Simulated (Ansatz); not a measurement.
Start from `CC(=O)C=C(C)C` and change one atom or group to get `CC1=CC(C)=[O+][Ti-]([OH])([OH])([OH])[O]1`.

Ansatz, PBE0-D4/def2-TZVP geometries, multiplicity 1. Each molecule was computed in one conformer, which needn't be the lowest.

Scalar relativity is left out up to krypton.

```
                                          property  `CC(=O)C=C(C)C`
                LUMO energy (PBE0/def2-TZVPP) / eV            -1.31
size of the dipole moment (ωB97M-V/def2-TZVPP) / D             2.90
               HOMO energy (B3LYP/def2-TZVPP) / eV            -6.70
               HOMO–LUMO gap (PBE/def2-TZVPP) / eV             3.05
    size of the dipole moment (PBE/def2-TZVPP) / D             2.86
             HOMO–LUMO gap (B3LYP/def2-TZVPP) / eV             5.17
```

Task: What does the change do to each property? (Best estimate.)

Result: The calculation gave: 
| property | `CC1=CC(C)=[O+][Ti-]([OH])([OH])([OH])[O]1` | shift |
| --- | --- | --- |
| LUMO energy (PBE0/def2-TZVPP) / eV | -1.75 | -0.44 |
| size of the dipole moment (ωB97M-V/def2-TZVPP) / D | 3.43 | 0.53 |
| HOMO energy (B3LYP/def2-TZVPP) / eV | -7.01 | -0.31 |
| HOMO–LUMO gap (PBE/def2-TZVPP) / eV | 3.48 | 0.43 |
| size of the dipole moment (PBE/def2-TZVPP) / D | 3.14 | 0.28 |
| HOMO–LUMO gap (B3LYP/def2-TZVPP) / eV | 5.04 | -0.13 |

With PBE0 the HOMO falls by 0.26 eV and the LUMO falls by 0.44 eV, so the gap narrows by about 0.18 eV. PBE moves the HOMO by -0.75 eV and ωB97M-V by 0.04 eV. Dipoles are sizes alone; their direction can turn.

B3LYP here is the variant with VWN-RPA as its local correlation; programs differ in this.
